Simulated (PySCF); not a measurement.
PySCF job for BiI3, SMILES [I][Bi]([I])[I], TDA-ωB97X/def2-SVPD. Geometry optimised at B3LYP-D3(BJ)/def2-SVP. The isomer is the one that the SMILES or the coordinates give; other isomers of the formula were not compared. The def2 effective core potentials stand for the cores of Bi, I; spin–orbit coupling is left out.

```python
import numpy as np
from pyscf import gto, scf, dft, tdscf

mol = gto.M(
    atom='''
    Bi    0.00000000   -0.00000000    0.86122109
    I     2.18873397    1.26366615   -0.44956824
    I    -2.18873397    1.26366614   -0.44956824
    I     0.00000000   -2.52733229   -0.44956824
    ''',
    basis='def2-SVPD',
    ecp={'Bi': 'def2-svp', 'I': 'def2-svp'},
    charge=0,
    spin=0,
    symmetry=True,
    max_memory=1600,
    verbose=4,
)
mf = dft.RKS(mol, xc='wb97x').density_fit(auxbasis='def2-universal-jkfit')
mf.grids.level = 3
mf.conv_tol = 1e-9
mf.max_cycle = 100
mf.kernel()
mf.grids = dft.Grids(mol).set(level=1).build(with_non0tab=True)  # coarser grid for the response kernel
td = tdscf.TDA(mf)
td.singlet = True
td.nstates = 10
td.conv_tol = 1e-4
td.positive_eig_threshold = 1e-6
td.kernel(x0=td.get_init_guess(mf, 15))
td.analyze()
tt = tdscf.TDA(mf)
tt.singlet = False
tt.nstates = 4
tt.conv_tol = 1e-4
tt.positive_eig_threshold = 1e-6
tt.kernel(x0=tt.get_init_guess(mf, 9))
tt.analyze(verbose=3)
```

Log of the run:

```
PySCF version 2.14.0

[INPUT] verbose = 4
[INPUT] num. atoms = 4
[INPUT] num. electrons = 98
[INPUT] charge = 0
[INPUT] spin (= nelec alpha-beta = 2S) = 0
[INPUT] symmetry True subgroup None
[INPUT] Mole.unit = angstrom
[INPUT] Symbol           X                Y                Z      unit          X                Y                Z       unit  Magmom
[INPUT]  1 Bi     0.000000000000   0.000000000000   0.861221090000 AA    0.000000000000   0.000000000000   1.627471992799 Bohr   0.0
[INPUT]  2 I      2.188733970000   1.263666150000  -0.449568240000 AA    4.136107762832   2.387982936384  -0.849560847903 Bohr   0.0
[INPUT]  3 I     -2.188733970000   1.263666140000  -0.449568240000 AA   -4.136107762832   2.387982917486  -0.849560847903 Bohr   0.0
[INPUT]  4 I      0.000000000000  -2.527332290000  -0.449568240000 AA    0.000000000000  -4.775965853870  -0.849560847903 Bohr   0.0

nuclear repulsion = 547.28802064278
point group symmetry = C3v, use subgroup Cs
symmetry origin: [0.00000000e+00 1.17445080e-16 2.42072344e-09]
symmetry axis x: [-1.10886761e-09  1.00000000e+00 -4.77536552e-17]
symmetry axis y: [-4.76397354e-18  4.77536552e-17  1.00000000e+00]
symmetry axis z: [1.00000000e+00 1.10886761e-09 4.76397349e-18]
num. orbitals of irrep A' = 81
num. orbitals of irrep A" = 56
number of shells = 51
number of NR pGTOs = 277
number of NR cGTOs = 137
basis = def2-SVPD
ecp = {'Bi': 'def2-svp', 'I': 'def2-svp'}


******** <class 'pyscf.df.df_jk.DFSymAdaptedRKS'> ********
method = DFSymAdaptedRKS
initial guess = minao
damping factor = 0
level_shift factor = 0
DIIS = <class 'pyscf.scf.diis.CDIIS'>
diis_start_cycle = 1
diis_space = 8
diis_damp = 0
SCF conv_tol = 1e-09
SCF conv_tol_grad = None
SCF max_cycles = 100
direct_scf = False
XC library pyscf.dft.libxc version 7.1.2
    S. Lehtola, C. Steigemann, M. J. T. Oliveira, and M. A. L. Marques,  SoftwareX 7, 1–5 (2018)
XC functionals = wb97x
    J.-D. Chai and M. Head-Gordon,  J. Chem. Phys. 128, 084106 (2008)
radial grids:
    Treutler-Ahlrichs [JCP 102, 346 (1995); DOI:10.1063/1.469408] (M4) radial grids

becke partition: Becke, JCP 88, 2547 (1988); DOI:10.1063/1.454033
pruning grids: <function nwchem_prune>
grids dens level: 3
symmetrized grids: True
atomic radii adjust function: <function treutler_atomic_radii_adjust>
small_rho_cutoff = 0
Freeze 0 electrons in irreps []
    98 free electrons in irreps A' A"
Set gradient conv threshold to 3.16228e-05
Initial guess from minao.
tot grids = 89320
******** <class 'pyscf.df.df.DF'> ********
auxbasis = def2-universal-jkfit
Create RSH-DF object <pyscf.df.df.DF object> for omega=0.3
******** <class 'pyscf.df.df.DF'> ********
auxbasis = auxmol.basis = def2-universal-jkfit
init E= -984.039895511105
HOMO (A') = -1.92766335733456  LUMO (A') = -1.6853134291563  gap/eV = 6.59468
cycle= 1 E= -1104.52963352528  delta_E= -120  |g|= 4.66  |ddm|=   20
HOMO (A") = -0.0419818416934979  LUMO (A') = 0.037092707041408  gap/eV = 2.15173
cycle= 2 E= -1106.95969876246  delta_E= -2.43  |g|=  2.5  |ddm|= 13.2
HOMO (A') = -0.333266316941145  LUMO (A') = -0.0496577959254667  gap/eV = 7.71738
cycle= 3 E= -1107.98805698893  delta_E= -1.03  |g|= 0.403  |ddm|= 3.49
HOMO (A") = -0.350887113520677  LUMO (A') = -0.0832282507899578  gap/eV = 7.28337
cycle= 4 E= -1108.03495623334  delta_E= -0.0469  |g|= 0.167  |ddm|= 0.933
HOMO (A') = -0.349722985425041  LUMO (A') = -0.056701367455716  gap/eV = 7.97352
cycle= 5 E= -1108.04491288384  delta_E= -0.00996  |g|= 0.0345  |ddm|= 0.346
HOMO (A') = -0.354410509267757  LUMO (A') = -0.0623467259966732  gap/eV = 7.94746
cycle= 6 E= -1108.04545067613  delta_E= -0.000538  |g|= 0.00822  |ddm|= 0.0679
HOMO (A') = -0.354549997454745  LUMO (A') = -0.0616244073970931  gap/eV = 7.97091
cycle= 7 E= -1108.04552941217  delta_E= -7.87e-05  |g|= 0.00275  |ddm|= 0.0356
HOMO (A') = -0.354324229029813  LUMO (A') = -0.0612246903344467  gap/eV = 7.97564
cycle= 8 E= -1108.04554544228  delta_E= -1.6e-05  |g|= 0.000959  |ddm|= 0.0185
HOMO (A') = -0.354349358173739  LUMO (A') = -0.0611908618705881  gap/eV = 7.97725
cycle= 9 E= -1108.04554739258  delta_E= -1.95e-06  |g|= 0.000271  |ddm|= 0.0075
HOMO (A') = -0.354389743647691  LUMO (A') = -0.0612158699619609  gap/eV = 7.97767
cycle= 10 E= -1108.04554750473  delta_E= -1.12e-07  |g|= 6.79e-05  |ddm|= 0.00175
HOMO (A') = -0.354399025408739  LUMO (A') = -0.0612230441652857  gap/eV = 7.97772
cycle= 11 E= -1108.04554751235  delta_E= -7.62e-09  |g|= 1.65e-05  |ddm|= 0.000423
HOMO (A') = -0.354397574582013  LUMO (A') = -0.0612202415295826  gap/eV = 7.97776
cycle= 12 E= -1108.04554751289  delta_E= -5.38e-10  |g|= 4.01e-06  |ddm|= 9.5e-05
HOMO (A') = -0.354397236044184  LUMO (A') = -0.0612199093295569  gap/eV = 7.97776
Extra cycle  E= -1108.04554751291  delta_E= -2.43e-11  |g|= 1.95e-06  |ddm|= 1.77e-05
converged SCF energy = -1108.04554751291
tot grids = 32840
Overwritten attributes  positive_eig_threshold  of <class 'pyscf.tdscf.rks.TDA'>


******** <class 'pyscf.tdscf.rks.TDA'> for <class 'pyscf.df.df_jk.DFSymAdaptedRKS'> ********
nstates = 10 singlet
deg_eia_thresh = 1.000e-03
wfnsym = None
conv_tol = 0.0001
eigh lindep = 1e-12
eigh level_shift = 0
eigh max_cycle = 100


Excitation energies (eV)
[3.615897   3.62467668 3.72524527 3.7256592  3.95803321 3.95814504
 4.36928586 4.57634867 4.57657316 4.64825933]

** Singlet excitation energies and oscillator strengths **
Excited State   1:   A"      3.61590 eV    342.89 nm  f=0.0000
      44 -> 52       -0.13005
      45 -> 51        0.12963
      46 -> 51        0.10722
      47 -> 52       -0.10707
      48 -> 50       -0.65705
Excited State   2:   A'      3.62468 eV    342.06 nm  f=0.0162
      46 -> 52        0.11893
      47 -> 51        0.11914
      49 -> 50       -0.66731
Excited State   3:   A'      3.72525 eV    332.82 nm  f=0.0095
      44 -> 51        0.13437
      45 -> 52       -0.13485
      46 -> 50        0.58877
      49 -> 52       -0.29234
Excited State   4:   A"      3.72566 eV    332.78 nm  f=0.0094
      44 -> 52       -0.13449
      45 -> 51       -0.13476
      47 -> 50       -0.58874
      49 -> 51        0.29241
Excited State   5:   A"      3.95803 eV    313.25 nm  f=0.0037
      44 -> 50        0.53052
      46 -> 51        0.20057
      47 -> 52        0.20081
      48 -> 52        0.31259
Excited State   6:   A'      3.95815 eV    313.24 nm  f=0.0037
      45 -> 50       -0.53041
      46 -> 52        0.20072
      47 -> 51       -0.20049
      48 -> 51        0.31273
Excited State   7:   A'      4.36929 eV    283.76 nm  f=0.0003
      43 -> 50       -0.16410
      44 -> 51       -0.10791
      45 -> 52       -0.10772
      46 -> 52        0.44596
      47 -> 51        0.44616
      49 -> 50        0.20195
Excited State   8:   A"      4.57635 eV    270.92 nm  f=0.0246
      44 -> 50        0.17238
      47 -> 50        0.26015
      48 -> 52       -0.52082
      49 -> 51        0.33399
Excited State   9:   A'      4.57657 eV    270.91 nm  f=0.0244
      45 -> 50        0.17363
      46 -> 50        0.25956
      48 -> 51        0.52158
      49 -> 52        0.33295
Excited State  10:   A"      4.64826 eV    266.73 nm  f=0.0049
      44 -> 50        0.41362
      46 -> 51       -0.31479
      47 -> 50       -0.11125
      47 -> 52       -0.30128
      48 -> 52       -0.16737
      49 -> 51       -0.26148

** Transition electric dipole moments (AU) **
state          X           Y           Z        Dip. S.      Osc.
  1         0.0005      0.0000     -0.0000      0.0000      0.0000
  2         0.0000      0.0003      0.4276      0.1829      0.0162
  3        -0.0000     -0.3218      0.0005      0.1036      0.0095
  4         0.3215      0.0000     -0.0000      0.1034      0.0094
  5        -0.1961     -0.0000     -0.0000      0.0384      0.0037
  6         0.0000      0.1963     -0.0000      0.0386      0.0037
  7        -0.0000      0.0002     -0.0540      0.0029      0.0003
  8        -0.4681     -0.0000      0.0000      0.2191      0.0246
  9         0.0000     -0.4667     -0.0000      0.2179      0.0244
 10         0.2068      0.0000      0.0000      0.0428      0.0049

WARN: ECP detected. Skipping calculation of transition velocity and magnetic dipole moments, which have not yet been implemented.



******** <class 'pyscf.tdscf.rks.TDA'> for <class 'pyscf.df.df_jk.DFSymAdaptedRKS'> ********
nstates = 4 triplet
deg_eia_thresh = 1.000e-03
wfnsym = None
conv_tol = 0.0001
eigh lindep = 1e-12
eigh level_shift = 0
eigh max_cycle = 100


Excitation energies (eV)
[3.07778404 3.26361625 3.26434201 3.26496774]

** Triplet excitation energies and oscillator strengths **
Excited State   1:   A'      3.07778 eV    402.84 nm  f=0.0000
Excited State   2:   A"      3.26362 eV    379.90 nm  f=0.0000
Excited State   3:   A'      3.26434 eV    379.81 nm  f=0.0000
Excited State   4:   A"      3.26497 eV    379.74 nm  f=0.0000
```

The run converged.

Cost: about 2.9 core-minutes (a rough figure).
